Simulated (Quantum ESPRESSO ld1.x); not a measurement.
All-electron atom: Pr15+ in [Kr] 4d8. Calculated with ld1.x of Quantum ESPRESSO 7.5: Dirac Kohn-Sham, relativistic LDA (MacDonald-Vosko exchange, VWN5 correlation), spin-unpolarised, spherical densities, point nucleus; open shells are shared between the two j in proportion to 2j + 1.

Normalised radial functions P(r) = r R(r) (large component), r in bohr:

```
   r/bohr * 4p1/2, o 5p1/2 (the largest magnitude, 1.35, reaches the edge; | marks zero, & curves that meet)
 0.001108                             &
 0.001666                             &
 0.002485                             &
 0.003707                             o*
  0.00553                             |&
  0.00825                             |o*
  0.01241                             | o*
  0.01851                             |  o  *
  0.02761                             |    o   *
  0.04119                             |     o    *
  0.06145                             |     o    *
  0.09241                             |o *
   0.1379                  *    o     |
   0.2057            *       o        |
   0.3068                            *|o
   0.4577                             |            o          *
   0.6883                             | o                        *
    1.027         o                   |          *
    1.532            o                |*
    2.285                         o   *
    3.409                             &
```

4p1/2: eigenvalue -523.54 eV, 2 radial nodes at r = 0.101, 0.312 bohr, <r> = 0.617 bohr, 90 % of the charge inside 0.891 bohr. 5p1/2 (empty): eigenvalue -248.86 eV, 3 radial nodes at r = 0.100, 0.297, 0.718 bohr, <r> = 1.22 bohr, 90 % of the charge inside 1.72 bohr.
